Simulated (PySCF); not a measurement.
# Electronic structure of Si⁺ (silicon, charge +1) at the UHF level

Configuration: [Ne] 3s2 3p1, 2P determinant. All numbers are calculated (PySCF 2.14, no relativity, point nucleus, in aug-cc-pV(D+d)Z).

```json
{
 "Total energy": "-288.569999 hartree",
 "One-electron energy": "-395.7934 hartree",
 "Hartree (Coulomb) energy": "127.2876 hartree",
 "Exchange energy": "-20.0642 hartree",
 "Kinetic energy": "288.47715 hartree",
 "⟨S²⟩": "0.7652",
 "⟨L²⟩": "2.046",
 "Sum of ⟨r⟩": "11.23 bohr",
 "Sum of ⟨r²⟩": "20.28 bohr²",
 "Traceless quadrupole moment −½Σ⟨3z² − r²⟩ along its main axis": "-2.96 e·bohr²",
 "Density at the nucleus (Gaussians lack the cusp)": "1720 bohr⁻³",
 "Spin density at the nucleus": "0.0220 bohr⁻³",
 "Langevin diamagnetic susceptibility": "-16.1 ×10⁻⁶ cm³/mol",
 "Time after the integrals": "0.05 s of wall time on 1 thread of Intel(R) Xeon(R) 6975P-C (shared host)"
}
```

```json
{"shell": "1s α", "electrons": "1", "mean orbital energy (eV)": "-1882.6", "spread (eV)": "0", "rms radius, mean of both spins (bohr)": "0.129"}
{"shell": "1s β", "electrons": "1", "mean orbital energy (eV)": "-1882.4", "spread (eV)": "0", "rms radius, mean of both spins (bohr)": "0.129"}
{"shell": "2s α", "electrons": "1", "mean orbital energy (eV)": "-177.38", "spread (eV)": "0", "rms radius, mean of both spins (bohr)": "0.614"}
{"shell": "2s β", "electrons": "1", "mean orbital energy (eV)": "-177.18", "spread (eV)": "0", "rms radius, mean of both spins (bohr)": "0.614"}
{"shell": "2p α", "electrons": "3", "mean orbital energy (eV)": "-125.69", "spread (eV)": "0.308", "rms radius, mean of both spins (bohr)": "0.599"}
{"shell": "2p β", "electrons": "3", "mean orbital energy (eV)": "-125.35", "spread (eV)": "0.456", "rms radius, mean of both spins (bohr)": "0.599"}
{"shell": "3s α", "electrons": "1", "mean orbital energy (eV)": "-24.097", "spread (eV)": "0", "rms radius, mean of both spins (bohr)": "2.25"}
{"shell": "3s β", "electrons": "1", "mean orbital energy (eV)": "-21.690", "spread (eV)": "0", "rms radius, mean of both spins (bohr)": "2.25"}
{"shell": "3p α", "electrons": "1", "mean orbital energy (eV)": "-16.180", "spread (eV)": "0", "rms radius, mean of both spins (bohr)": "2.68"}
```
